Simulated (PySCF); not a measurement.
Energy of Mn(2+) (manganese, charge +2) between two integer charges

The 3d alpha orbital of [Ar] 3d5 is emptied in steps (occupation f), with all orbitals relaxed, ending at [Ar] 3d4. Computed with PySCF 2.14 in def2-TZVP (6s4p4d1f, 45 functions), with no relativity, point nucleus. The exact energy is a straight line in f; departures are measured from the line between the end points of the same method.

```tsv
f	PBE0 (eV)	r2SCAN (eV)	LC-wPBE (eV)
1	0.000	0.000	0.000
0.75	-1.067	-1.457	-0.582
0.5	-1.433	-1.950	-0.792
0.25	-1.082	-1.465	-0.605
0	0.000	0.000	0.000
```

Task: For LC-wPBE, how does the orbital energy at f = 1 compare with the removal energy?

Result: −ε = 31.117 eV against a total-energy difference of 34.158 eV. By Janak's theorem ε = ∂E/∂f, so the gap between them reflects the curvature. Along the path −ε is 32.557 (f = 0.75), 34.098 (f = 0.5), 35.727 (f = 0.25) eV.

```
 method  E(f=0) − E(f=1) (eV)  −ε at f=1 (eV)  −ε at f=0.5 (eV)
   PBE0                34.076          28.435            34.035
 r2SCAN                34.083          26.355            34.063
LC-wPBE                34.158          31.117            34.098
```

Reference removal energy between the ground levels: 33.668 ± 0.012 eV (measured; NIST Atomic Spectra Database, ionization energies). The calculation has no spin-orbit coupling. The determinant left behind need not be the lowest term of the ion.
